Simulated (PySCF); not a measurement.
**Potential energy of KBi along the bond**

Set-up: K def2-SVP, Bi def2-SVP with ECP60; scalar-relativistic core potentials (PySCF 2.14). Energies in eV from K + Bi in their ground configurations at the same level. State: ³Σ⁻ (triplet), unpaired electrons π ↑↑.

All columns are PBE0. A positive dipole means K(−)Bi(+).

```
R (Å)  E (eV)  μ (D)  Mulliken charge on K (basis-dependent)  HOMO (eV)  LUMO (eV)  Mayer bond order  ⟨S²⟩
2.940  -0.684  -7.64                                    0.53      -3.64      -1.66              0.80  2.02
3.077  -0.885  -7.98                                    0.51      -3.64      -1.57              0.82  2.02
3.214  -0.991  -8.27                                    0.48      -3.62      -1.49              0.84  2.03
3.316  -1.027  -8.46                                    0.46      -3.60      -1.44              0.85  2.03
3.419  -1.036  -8.62                                    0.44      -3.58      -1.45              0.86  2.04
3.522  -1.024  -8.76                                    0.42      -3.55      -1.49              0.86  2.05
3.658  -0.986  -8.89                                    0.40      -3.51      -1.54              0.86  2.06
3.829  -0.914  -8.97                                    0.37      -3.47      -1.61              0.84  2.10
4.034  -0.810  -8.90                                    0.35      -3.42      -1.68              0.80  2.16
4.308  -0.664  -8.56                                    0.32      -3.37      -1.76              0.72  2.26
```

A fit through these points gives, at Re = 3.407 Å, μ = -8.60 D and dμ/dR = -1.48 D/Å; the reduced mass is 32.84 u.

Problem. How strong is the fundamental in the double-harmonic approximation, I = 42.26·(dμ/dR)²/μred km/mol?

Solution. I = 42.26·(-1.48)²/32.84 = 2.82 km/mol at PBE0.

⟨S²⟩ of the unrestricted solution departs from its pure value on part of the curve, where spin states mix. These are scalar-relativistic numbers at best; spin–orbit coupling would shift them, the dissociation energy most. The state is the lowest determinant that a PBE0 search found; another state may lie lower at other levels.
